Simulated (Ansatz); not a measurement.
Total energies of C₂H₇GaN, SMILES `[CH2][N](C)[GaH2]` radical.

Z-matrix (Å, degrees):
```
C
N 1 1.452
H 1 1.096 2 110.8
H 1 1.090 2 110.3 3 120.0
H 1 1.096 2 110.8 3 -119.9
Ga 2 1.859 1 120.0 3 -120.3
C 2 1.352 1 115.4 3 59.8
H 6 1.557 2 113.7 1 0.1
H 6 1.556 2 115.2 1 -179.9
H 7 1.081 2 119.4 1 180.0
H 7 1.082 2 120.0 1 -0.2
```

Total charge 0; spin multiplicity 2. Correlated methods include outer-core shells of Ga, which these sets cover unevenly. Scalar relativity is left out up to krypton. All single points use the PBE0-D4/def2-TZVP geometry. Basis def2-TZVPP, Ansatz 0.2.0.

RPA on PBE orbitals: Hartree–Fock energy of these orbitals -2057.43676 Eh, correlation -1.29027 Eh (frozen core).

| functional | energy without D4 (Eh) | D4 term (kJ/mol) |
| --- | --- | --- |
| LDA (SPW92) | -2055.78029 | – |
| ωB97X-V | -2059.80184 | – |

(1) Give the same for PBE, revPBE, BLYP, r2SCAN, B97M-V, PBE0, B3LYP, r2SCANh, r2SCAN0, HSE06 (plane-wave form), BHLYP, CAM-B3LYP, LC-ωPBE, ωB97M-V, B2PLYP, PBE-QIDH. (Best estimate.)

B3LYP takes the VWN-RPA correlation (the form of Gaussian; ORCA's B3LYP/G). HSE06 is the plane-wave form, built on full-range PBE exchange. The double hybrids freeze the cores in their second-order part.

## Answers

(1) The calculation gave: 
```
             functional  energy without D4 (Eh)  D4 term (kJ/mol)
                    PBE             -2059.55039             -21.5
                 revPBE             -2059.84227             -67.9
                   BLYP             -2060.02978             -47.6
                 r2SCAN             -2059.93412              -5.2
                 B97M-V             -2059.64949                 –
                   PBE0             -2059.60447             -18.0
                  B3LYP             -2060.08340             -34.6
                r2SCANh             -2059.91617              -5.5
                r2SCAN0             -2059.89098              -6.1
HSE06 (plane-wave form)             -2059.59592             -16.8
                  BHLYP             -2059.91049             -26.3
              CAM-B3LYP             -2060.06998             -18.2
                LC-ωPBE             -2059.68842                 –
                ωB97M-V             -2059.84068                 –
                 B2PLYP             -2059.53473                 –
               PBE-QIDH             -2059.24550                 –
```

LC-ωPBE has ω = 0.4 bohr⁻¹.
